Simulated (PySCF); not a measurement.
## Interval between two levels of Tc³⁺ by level of theory

Tc³⁺ [Kr] 4d4 [5D4, M_J = 4] → Tc³⁺ [Kr] 4d3 5p1 [5G6, M_J = 6], as a difference of total energies. All numbers are calculated (PySCF 2.14, the two-component X2C-1e Hamiltonian, in x2c-TZVPall-2c with one added diffuse shell each of s, p, d type (9s10p8d1f, 86 functions)). Correlated levels: [Ar] 3d10 frozen; the 6 highest virtual spinors dropped. "Screened" scales the spin-orbit matrix elements by Boettger's factors to mimic the two-electron term; Breit and QED terms are absent.

| method | interval between two levels (cm⁻¹) |
| --- | --- |
| GHF (spin-free) | 122900 |
| GMP2 (spin-free) | 122990 |
| GHF (screened spin-orbit) | 124660 |
| GMP2 (screened spin-orbit) | 124840 |

The labels give the starting determinants; with spin-orbit coupling the two ends relaxed to ⟨J²⟩ = 20.01, ⟨L²⟩ = 6.07, ⟨S²⟩ = 5.97 and ⟨J²⟩ = 42.01, ⟨L²⟩ = 20.14, ⟨S²⟩ = 5.96.
